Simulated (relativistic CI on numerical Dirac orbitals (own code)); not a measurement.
**How well does a small relativistic CI reproduce Sr³⁺?**

Calculated at this level of theory: Dirac-Coulomb-Breit CI, separate exchange-only KLI orbitals for each configuration, model QED, valence Slater integrals scaled by 0.85, P86 correlation energy added to each configuration (own radial code, finite nucleus).

Configuration list (outside the closed core [Ar] 3d10): 4s²4p⁵, 4s4p⁶, 4s²4p⁴4d, 4s²4p⁴4f, 4s4p⁵4d, 4s²4p⁴5s, 4s²4p⁴5p, 4s4p⁵4f, 4s²4p⁴5d, 4s²4p⁴6s, 4s²4p⁴6p, 4s²4p⁴6d, 4s²4p⁴5f, 4p⁵4d², 4p⁴4d³, 4p⁴4d²4f, 4p⁴4d²5s, 4p⁴4d²5p. Double excitations out of closed p, d and f shells are left out; levels of such configurations are missing from the list, as are those of other unlisted configurations, and high levels can miss mixing partners. These lack a partner that the ground configuration has and come out too high: 4s²4p⁴5d, 4s²4p⁴6s, 4s²4p⁴6p, 4s²4p⁴6d, 4s²4p⁴5f.

```tsv
Configuration	Term (tabulated)	J	Measured (cm⁻¹)	Computed	Error	Purity (%)
4s²4p⁵	2P°	3/2	0.0	0	0	99
4s²4p⁵	2P°	1/2	9727.9	9659	-69	99
4s4p⁶	2S	1/2	150504.1	156455	5951	69
4s²4p⁴4d	4D	7/2	187160.3	190885	3725	93
4s²4p⁴4d	4D	5/2	187200.7	191003	3802	91
4s²4p⁴4d	4D	3/2	188024.1	191898	3874	90
4s²4p⁴4d	4D	1/2	189119.6	193083	3963	91
4s²4p⁴4d	4F	9/2	197060.0	200412	3352	93
4s²4p⁴4d	4F	7/2	200340.0	203938	3598	80
4s²4p⁴4d	2P	1/2	200529.2	205837	5308	85
4s²4p⁴4d	4F	5/2	203344.4	206852	3508	95
4s²4p⁴4d	4F	3/2	204179.7	207812	3632	89
4s²4p⁴4d	4P †	1/2	204743.5	208832	4088	91
4s²4p⁴4d	4P †	3/2	204809.0	209237	4428	63
4s²4p⁴4d	2D	3/2	206524.1	211014	4490	71
4s²4p⁴4d	2F	7/2	207478.2	211781	4303	67
4s²4p⁴4d	4P	5/2	208937.8	212849	3911	85
4s²4p⁴4d	2D	5/2	211973.1	216249	4276	65
4s²4p⁴4d	2F	5/2	214946.0	219614	4668	75
4s²4p⁴4d	2G †	9/2	215187.7	219076	3888	93
4s²4p⁴4d	2G †	7/2	215188.4	219399	4211	75
4s²4p⁴4d	2F	5/2	225871.2	230539	4668	93
4s²4p⁴4d	2F	7/2	228097.7	232656	4558	98
4s²4p⁴5s	2[2]	5/2	228654.2	235142	6488	94
4s²4p⁴5s	2[2]	3/2	232210.4	238844	6633	49
4s²4p⁴5s	2[0]	1/2	236924.7	243514	6589	94
4s²4p⁴5s	2[1]	3/2	238218.0	244889	6671	50
4s²4p⁴5s	2[1]	1/2	242092.8	248941	6848	95
4s²4p⁴4d	2D	3/2	242171.6	247146	4974	92
4s²4p⁴4d	2D	5/2	245734.9	250528	4793	92
4s²4p⁴5s	2[2]	5/2	250046.8	257179	7132	90
4s²4p⁴5s	2[2]	3/2	250503.6	257685	7181	90
4s²4p⁴4d	2P	1/2	253231.8	261948	8716	84
4s²4p⁴4d	2D	5/2	254821.0	262090	7269	87
4s²4p⁴4d	2D	3/2	264181.6	271509	7327	84
4s²4p⁴5p	2[1]°	3/2	267529.3	273281	5752	68
4s²4p⁴5p	2[2]°	5/2	267537.3	273141	5604	77
4s²4p⁴5p	2[1]°	1/2	270350.3	276202	5851	54
4s²4p⁴5p	2[3]° †	7/2	271249.5	276504	5255	93
4s²4p⁴5p	2[3]° †	5/2	271328.6	276885	5556	64
4s²4p⁴5s	2[0]	1/2	274688.0	282251	7563	83
4s²4p⁴5p	2[0]°	1/2	276054.7	281983	5929	40
4s²4p⁴5p	2[2]°	3/2	276159.2	281593	5434	33
4s²4p⁴5p	2[1]°	1/2	277913.8	283379	5465	82
4s²4p⁴5p	2[2]°	3/2	278078.0	283808	5730	52
4s²4p⁴5p	2[2]°	5/2	279165.7	284591	5426	58
4s²4p⁴5p	2[1]°	3/2	281543.9	287022	5478	47
4s²4p⁴5p	2[1]° †	3/2	282345.5	287680	5334	61
4s²4p⁴5p	2[1]° †	1/2	282440.5	288179	5739	69
4s²4p⁴5p	2[3]°	5/2	288655.1	294781	6126	89
4s²4p⁴5p	2[3]°	7/2	290311.9	296278	5966	93
4s²4p⁴5p	2[1]°	3/2	292454.7	298574	6119	72
4s²4p⁴5p	2[2]°	3/2	294867.6	300666	5798	73
4s²4p⁴5p	2[2]°	5/2	295118.7	300771	5652	95
4s²4p⁴5p	2[1]°	1/2	297705.1	303624	5919	98
4s²4p⁴5p	2[1]°	1/2	314666.8	320930	6264	92
4s²4p⁴5p	2[1]°	3/2	315791.7	321841	6049	91
4s4p⁵4d	4P° †	1/2	334267.6	362067	27799	64
4s4p⁵4d	4P° †	3/2	335389.1	363755	28366	79
4s4p⁵4d	4P° †	5/2	338194.3	366837	28643	68
```

Measured levels from Sansonetti, J. Phys. Chem. Ref. Data 41, 013102 (2012); pairs were made by configuration, J and term (by order where the table uses no LS term), so strongly mixed levels may be paired wrongly.

Mean error by configuration (cm⁻¹): 4s²4p⁵ -69; 4s4p⁶ 5951; 4s²4p⁴4d 4701; 4s²4p⁴5s 6888; 4s²4p⁴5p 5798. Over the excited levels the mean absolute error is 5383 cm⁻¹ (59 of the 69 excited levels that our extract of the source holds in range could be paired, and the others can miss by more), and the median relative error of those above 1,000 cm⁻¹ is 2.1 %. † marks terms whose computed intervals miss the measured ones by more than a factor of 2.5, or configurations far off the rest, from wrong mixing, a near crossing or a doubtful label or measurement; they are left out of the means.
